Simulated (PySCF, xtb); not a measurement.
1,2-difluorocyclopenta-1,3-diene (C5H4F2), SMILES FC1=C(F)CC=C1.

GFN2-xTB in xtb at its own geometry gives an orbital gap of 3.62 eV and a dipole moment of 3.76 D.

The structure is a stationary point at B3LYP-D3(BJ)/def2-SVP. Other conformers were not sampled.

Task: What does PBE/def2-TZVP run with PySCF give? (The exact figures need the calculation; the answer reports its results.)

Result: gap 3.58 eV (levels -5.27 and -1.69 eV), dipole 2.28 D.
